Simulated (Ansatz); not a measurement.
Cost and result for the atomization energy of `CB[SiH2]Cl` (10 atoms, 9 bonds).

Z-matrix (Å, degrees):
```
C
B 1 1.551
H 1 1.092 2 116.8
H 1 1.105 2 103.4 3 116.7
H 1 1.093 2 113.8 3 -130.0
Si 2 2.014 1 120.7 3 -16.4
H 2 1.198 1 119.2 3 165.5
Cl 6 2.067 2 113.5 1 -167.0
H 6 1.489 2 111.8 1 -45.8
H 6 1.491 2 109.4 1 73.2
```

Total charge 0; spin multiplicity 1. Geometry: relaxed with PBE0-D4/def2-TZVP. It is one conformer, not always the lowest. Program: Ansatz. All runs use 2 threads of an Arm Neoverse V1 on a shared host. Times are those of one run each, without the atoms' runs, and a repeat can differ threefold. Electronic energies, without spin–orbit coupling; frozen cores. CCSD(T)/CBS adds CCSD(T) − MP2 in def2-TZVPP to the MP2 limit, and its time is that of the two runs behind it. T1 = 0.010. HSE06 is the plane-wave form, built on full-range PBE exchange.

CCSD(T)/CBS is a level of theory with its own doubt, some kJ/mol a heavy atom from the limit and from the frozen cores, so smaller differences don't rank the functionals.

```json
{"level": "revPBE-D4/def2-TZVPP", "functions": "230", "wall time": "3.1 s"}
{"level": "BLYP-D4/def2-TZVPP", "functions": "230", "wall time": "3.4 s"}
{"level": "PBE-D4/def2-TZVPP (with forces)", "functions": "230", "wall time": "3.9 s"}
{"level": "CCSD(T)/def2-SVP", "functions": "94", "wall time": "4 s"}
{"level": "PBE0-D4/def2-TZVPP", "functions": "230", "wall time": "4.7 s"}
{"level": "BHLYP-D4/def2-TZVPP", "functions": "230", "wall time": "4.8 s"}
{"level": "HSE06-D4/def2-TZVPP", "functions": "230", "wall time": "5.5 s"}
{"level": "r2SCAN-D4/def2-TZVPP (with forces)", "functions": "230", "wall time": "8 s"}
{"level": "B2PLYP/def2-TZVPP", "functions": "230", "wall time": "8 s"}
{"level": "B97M-V/def2-TZVPP", "functions": "230", "wall time": "16 s"}
{"level": "MP2/def2-QZVPP", "functions": "434", "wall time": "30 s"}
{"level": "CCSD(T)/def2-TZVPP", "functions": "230", "wall time": "2 min"}
{"level": "CCSD(T)/CBS(def2)", "functions": "–", "wall time": "2.5 min"}
```

What atomization energy does each give, and how far from CCSD(T)/CBS? (Estimate.)

Ansatz gave: 
```tsv
level	atomization (kJ/mol)	difference from CCSD(T)/CBS	per bond
revPBE-D4/def2-TZVPP	3355.4	-31.8	-3.5
BLYP-D4/def2-TZVPP	3361.3	-25.9	-2.9
PBE-D4/def2-TZVPP (with forces)	3417.5	30.3	3.4
CCSD(T)/def2-SVP	3208.8	-178.4	-19.8
PBE0-D4/def2-TZVPP	3400.2	13.0	1.5
BHLYP-D4/def2-TZVPP	3351.0	-36.2	-4.0
HSE06-D4/def2-TZVPP	3402.0	14.8	1.6
r2SCAN-D4/def2-TZVPP (with forces)	3414.4	27.2	3.0
B2PLYP/def2-TZVPP	3356.9	-30.3	-3.4
B97M-V/def2-TZVPP	3427.3	40.1	4.5
MP2/def2-QZVPP	3379.4	-7.8	-0.9
CCSD(T)/def2-TZVPP	3308.8	-78.4	-8.7
CCSD(T)/CBS(def2)	3387.2	0.0	0.0
```

At CCSD(T), def2-SVP lies −178.3 kJ/mol from the extrapolated value and def2-TZVPP −78.3 kJ/mol: correlation converges slowly with the basis, and small sets miss more of it in the bonded molecule than in its fragments. From PBE to PBE0 (25 % exact exchange), in def2-TZVPP and without D4, the atomization energy moves by −14.4 kJ/mol: exact exchange takes away binding that semilocal exchange gives to molecules. Leaving LDA and LC-ωPBE aside and taking each functional with its dispersion term where it has one, the values spread over 76.3 kJ/mol, from BHLYP-D4 to B97M-V. LDA lies +389.0 kJ/mol from PBE without D4, its usual overbinding.
